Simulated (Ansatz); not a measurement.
Reaction (formal exchange of groups at the Si–C bond): `C=C[SiH2]CN` + SiH₄ → `C=C[SiH2][SiH3]` + CH₃NH₂

Calculated with Ansatz (gas phase, PBE0-D4/def2-TZVP geometries, no zero-point term in ΔE). CBS: MP2 limit from def2 TZ/QZ plus the TZ coupled-cluster correction, frozen cores. This one scheme is used for every species. Functionals use def2-TZVPP. HSE06 is defined as in plane-wave codes. Each species was taken in one conformer, which may not be the lowest.

(1) Is it downhill or uphill in electronic energy at CCSD(T)/CBS, and by how much? (Estimate.)

(2) What do these levels give: r2SCAN-D4, HSE06-D4, ωB97X-V, ωB97M-V, BLYP, PBE0, HF/def2-SVP, CCSD/def2-SVP, CCSD(T)/def2-SVP, HF/def2-TZVPP, SCS-MP2/def2-TZVPP, MP2/CBS(def2)? (An estimate is asked.)

Largest T1 diagnostic among the species: 0.013.

## Answers

(1) Ansatz gave: Downhill: ΔE = -16.3 kJ/mol.

(2) Ansatz gave: r2SCAN-D4 -19.8, HSE06-D4 -24.8, ωB97X-V -16.7, ωB97M-V -10.7, BLYP -19.7, PBE0 -25.9, HF/def2-SVP -15.9, CCSD/def2-SVP -15.0, CCSD(T)/def2-SVP -14.3, HF/def2-TZVPP -15.2, SCS-MP2/def2-TZVPP -10.4, MP2/CBS(def2) -11.8 kJ/mol.

Leaving LDA and LC-ωPBE aside and taking each functional with its dispersion term where it has one, the values, not all of them listed here, spread over 14.3 kJ/mol, from PBE-D4 to ωB97M-V. LDA lies +6.1 kJ/mol from PBE without D4.
